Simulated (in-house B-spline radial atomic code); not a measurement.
The numbers below are computed, except where a source is named.
Ta in an electron gas of r_s = 1.5: phase shifts, screening and friction

A nucleus sits in a uniform electron gas with a rigid positive background. The Kohn-Sham equations are solved self-consistently in the spin-unpolarised LDA (PW92), non-relativistic, on B-splines with outgoing waves at the boundary and partial waves to l = 8. The model has no lattice, no bands and no magnetic solution. Atomic units; δ_l are the phase shifts at the Fermi level, counted so that each bound state adds π, and good to about 0.0005. Heavy atoms are models without relativity.

The density parameter is r_s = 1.5 bohr.

| l | δ_l (rad) |
| --- | --- |
| 0 | 14.2543 |
| 1 | 11.8233 |
| 2 | 8.1542 |
| 3 | 3.3515 |
| 4 | 0.0535 |
| 5 | 0.0137 |
| 6 | 0.0037 |
| 7 | 0.0009 |
| 8 | 0.0001 |

Bound levels below the band bottom (hartree): p -12.81, d -7.36, s -1.391, p -0.5834, f -0.3026 and deeper ones.

(1) Check the Friedel sum rule, and say where the screening charge sits.

(2) Find the transport cross section and the electronic stopping of a 2 keV Ta ion (mass 180.95 u).

## Answers

(1) k_F = (9π/4)^(1/3)/r_s = 1.27944. The rule is Z = (2/π) Σ (2l + 1) δ_l. The terms are s 9.075, p 22.581, d 25.956, f 14.935 and 0.443 beyond, in all 72.989 against Z = 73. Bound states hold 10 s, 24 p, 20 d and 14 f electrons, so the scattering states carry 4.99 in all; where a term is smaller than its bound count, the bound level has drawn weight out of the band.

(2) σ_tr = (4π/k_F²) Σ (l + 1) sin²(δ_l − δ_(l+1)). The terms for l = 0 to 3 are 0.4255, 0.5068, 2.9756, 0.0971, all together 4.0135, so σ_tr = 7.677 × 4.0135 = 30.810 bohr². With n = 3/(4π r_s³) = 0.07074, the friction coefficient is Q = n k_F σ_tr = 2.7884. For v well below v_F = 1.279, dE/dx = Q v; with 24801 eV per u at v = 1, v = √(2000/(24801 × 180.95)) = 0.0211, so dE/dx = 0.05886 hartree/bohr = 30.3 eV/nm. The largest term couples the d and f waves.
